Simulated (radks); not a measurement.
Results of a calculation; reference values are marked as such.
Ionisation of the silicon ion Si2+, [Ne] 3s2, to [Ne] 3s1 as the strength of local exchange is varied. Level of theory: scalar-relativistic Kohn-Sham, Slater X-alpha exchange (alpha = 2/3 is LDA exchange), no correlation, spin-polarised, spherical densities, point nucleus (a radial shooting solver on a logarithmic mesh with Libxc functionals).

alpha	E(Si2+) (hartree)	exchange (hartree)	IE (eV)	-e of the level emptied (eV)	<r> of it (bohr)
0.594	-285.00748	-16.03426	31.211	26.509 (3s)	1.986
0.667	-286.98364	-18.10146	31.982	27.378 (3s)	1.962
0.668	-287.01079	-18.12993	31.993	27.390 (3s)	1.961
0.785	-290.20036	-21.48767	33.249	28.811 (3s)	1.924
0.823	-291.24214	-22.58990	33.662	29.281 (3s)	1.912
0.84	-291.70913	-23.08486	33.848	29.492 (3s)	1.907
0.941	-294.49540	-26.04909	34.961	30.760 (3s)	1.877

NIST Atomic Spectra Database: 33.493 eV (measured). The Delta-SCF value meets it near alpha = 0.81.
